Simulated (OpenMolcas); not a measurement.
# V2+: effect of the metal basis

V2+ with its 6 nearest fluoride ions at 2.07 Å, on the Li site of LiF (a = 4.028 Å, distance in the model lattice 2.014 Å). The rest of the host is ab initio model potentials to 7.6 Å and point charges beyond; the distance is set by hand and nothing relaxes, and no local charge compensation is placed.

- Program: OpenMolcas
- Method: SS-CASPT2, IPEA 0.25 Eh, imaginary shift 0.1 Eh (closed shells correlated: 3s 3p and the ligand valence shells)
- Spin-orbit coupling: state interaction with AMFI integrals over the reference wave functions

Fixed: ligand basis ANO-RCC-VDZP, active space 3 electrons in 5 orbitals (3d), DKH2 Hamiltonian.

States (labels of O, the rotations of Oh). Energies in cm-1 above the lowest state or level, χT in cm3 K/mol; 10Dq and B are least-squares fits to the states below 45000 cm-1, weighted by degeneracy, with a free offset, and given where the rms deviation is under 5 % of |10Dq| (or 100 cm-1) and under 700 cm-1.

```tsv
Run	Metal basis	Ground state	First state of that spin	10Dq	B (rms of fit)	First gap with spin-orbit (degeneracies)	χT at 300 K	First state of another spin	Cost
A	ANO-RCC-VDZP	4A2	4T2 15350	15228	775 (512)	13650 (4, 4)	1.861	2E 13670	roughly 70 core-seconds
B	ANO-RCC-VTZP	4A2	4T2 14160	14505	735 (586)	12830 (4, 4)	1.861	2E 12870	roughly 2.6 core-minutes
```

Against A, |10Dq| changes by -4.7 % in B.

Costs are those of the CASPT2 steps.

Roots that are degenerate in the reference are averaged as groups; the widest CASPT2 spread within a group is 200 cm-1 (the 3-fold group of multiplicity 2 near 69900 cm-1 above the lowest state of its run, A). Shifts and gaps below about the spread of the groups concerned are not significant. Over all roots computed the reference weight is 0.75 in B; a low but even weight reflects the number of correlated electrons. Ligand-to-metal charge-transfer states are missing. With no ligand orbital active B as a rule stays too high, so bands that hang on it stand too high and its fall with covalency is understated. With one d shell and no ligand orbital active, 10Dq can be off by tens of per cent for divalent 3d ions, low with halides held by bare charges and at times high in hosts. Free-ion shares, where given, are those of the reference states; single-state CASPT2 does not remix them. No measured value stands beside these numbers; the geometry was set by hand and not optimised.
